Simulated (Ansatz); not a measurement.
Born–Oppenheimer molecular dynamics of CH₈OSi₂ (12 atoms, charge 0, multiplicity 1). It starts from a relaxed structure.

Method: RHF/def2-SVP in Ansatz.

```json
{
 "ensemble": "NVE (velocity Verlet)",
 "time step": "0.5 fs",
 "steps asked": "100",
 "starting velocities drawn for": "300 K",
 "masses": "H 2.014 u",
 "seed": "629594"
}
```

First frame:

```xyz
12
Properties=species:S:1:pos:R:3
Si -0.084 -0.059 -0.118
Si 0.040 -0.050 2.253
H -1.333 -0.078 2.821
H 0.778 -1.238 2.754
H 0.731 1.171 2.739
O 1.417 -0.066 -0.808
C 2.370 -1.081 -0.806
H 1.984 -1.996 -1.265
H 3.234 -0.751 -1.380
H 2.705 -1.321 0.207
H -0.774 1.158 -0.591
H -0.856 -1.253 -0.556
```

**Question.** How far do the bonds stretch over the last three quarters of this one trajectory? (Pairs bonded in most of those frames.)

**Answer.** 
| bond | mean (Å) | spread (Å) | shortest | longest |
| --- | --- | --- | --- | --- |
| Si1–Si2 | 2.371 | 0.017 | 2.35 | 2.41 |
| Si1–O6 | 1.651 | 0.011 | 1.64 | 1.67 |
| Si1–H11 | 1.478 | 0.008 | 1.47 | 1.49 |
| Si1–H12 | 1.491 | 0.036 | 1.44 | 1.54 |
| Si2–H3 | 1.490 | 0.033 | 1.44 | 1.54 |
| Si2–H4 | 1.489 | 0.009 | 1.47 | 1.50 |
| Si2–H5 | 1.487 | 0.007 | 1.48 | 1.50 |
| O6–C7 | 1.396 | 0.007 | 1.38 | 1.41 |
| C7–H8 | 1.094 | 0.016 | 1.07 | 1.12 |
| C7–H9 | 1.089 | 0.004 | 1.08 | 1.10 |
| C7–H10 | 1.097 | 0.018 | 1.07 | 1.12 |

Mean temperature of the second half: 174 K. The conserved energy stayed within 0.056 meV per atom of its start (net change 0.025 meV per atom), so the integration is sound. A run of 0.05 ps of so small a system gives no equilibrium averages.

The run took 3.7 min on 1 thread of Arm Neoverse V1, on a shared host, peak memory 0.19 GiB.
